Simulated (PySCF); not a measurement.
ClH6NSi3, SMILES Cl[SiH]1[SiH2]N[SiH2]1.

Geometry optimised at PBE0-D3(BJ)/def2-SVP. The structure was generated by enumeration, and PubChem lists no compound with its InChIKey, so it may never have been made.

Method: HF/def2-TZVP (PySCF).

Symmetry labels are those of the subgroup Cs that the program uses (full group Cs).

Computed valence orbital energies around the gap with their symmetry:
```csv
orbital,symmetry,energy (eV)
HOMO−7,A",-13.93
HOMO−6,A',-13.83
HOMO−5,A',-13.22
HOMO−4,A",-13.22
HOMO−3,A",-12.99
HOMO−2,A',-11.49
HOMO−1,A',-10.86
HOMO,A",-9.62
LUMO,A',2.08
LUMO+1,A',2.57
LUMO+2,A",3.12
LUMO+3,A',3.60
```
